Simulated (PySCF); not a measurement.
# La(OH)3: one run

La(OH)3 (singlet). PySCF 2.14.0, RKS PBE0, La lcecp-1-SVP with ECP46, O def2-SVP, H def2-SVP; non-relativistic Hamiltonian with scalar-relativistic core potentials where named; density fitting; no spin-orbit coupling. Purpose: finer grid at the relaxed geometry.

```python
mol = gto.M(atom='''
La     0.00000    -0.00000    -0.37611
O      2.11902    -0.00001     0.06723
H      3.01882    -0.00001     0.39514
O     -1.05950     1.83513     0.06723
H     -1.50940     2.61438     0.39514
O     -1.05952    -1.83512     0.06723
H     -1.50942    -2.61437     0.39514''',
    basis={'La': 'lcecp-1-SVP', 'O': 'def2-SVP', 'H': 'def2-SVP'},
    ecp={'La': 'lcecp-1-SVP'},
    charge=0, spin=0)
mf = dft.RKS(mol, xc='PBE0')
mf.grids.atom_grid = (75, 302)  # f atoms: unpruned, at least (60, 302)
mf = mf.density_fit()  # fitting sets: La AutoAux, O def2-universal-JKFIT, H def2-universal-JKFIT
mf.conv_tol = 1e-09; mf.max_cycle = 55
mf.kernel(dm0)  # dm0: converged density of the relaxed state
mf.nuc_grad_method().kernel()
```

Run from Python with OMP_NUM_THREADS=2; the lines above give its settings. Where DIIS fails, smearing, a level shift and second-order steps follow.
It took 14 s on 2 threads of Intel(R) Xeon(R) Platinum 8259CL CPU @ 2.50GHz (Skylake/Cascade Lake) (shared host), with gradient, populations and further properties, from an already converged density.

Where do the frontier levels lie, over both spins?

HOMO -7.42 eV, LUMO -1.22 eV. The large-core potential holds the 4f shell empty.

What are the Mulliken charges and spins?


```json
{"atom": "La1", "charge (e)": "1.184", "spin (e)": "0.000"}
{"atom": "O2", "charge (e)": "-0.573", "spin (e)": "0.000"}
{"atom": "H3", "charge (e)": "0.179", "spin (e)": "0.000"}
{"atom": "O4", "charge (e)": "-0.573", "spin (e)": "0.000"}
{"atom": "H5", "charge (e)": "0.179", "spin (e)": "0.000"}
{"atom": "O6", "charge (e)": "-0.573", "spin (e)": "0.000"}
{"atom": "H7", "charge (e)": "0.179", "spin (e)": "0.000"}
```

What forces act on the atoms (eV/Å)?


```
La   0.00  0.00  0.01
O   -0.01  0.00 -0.01
H    0.00  0.00  0.01
O    0.01 -0.01 -0.01
H    0.00  0.00  0.01
O    0.01  0.01 -0.01
H    0.00  0.00  0.01
```
Forces carry noise of the integration grid, about 0.01 to 0.03 eV/Å.
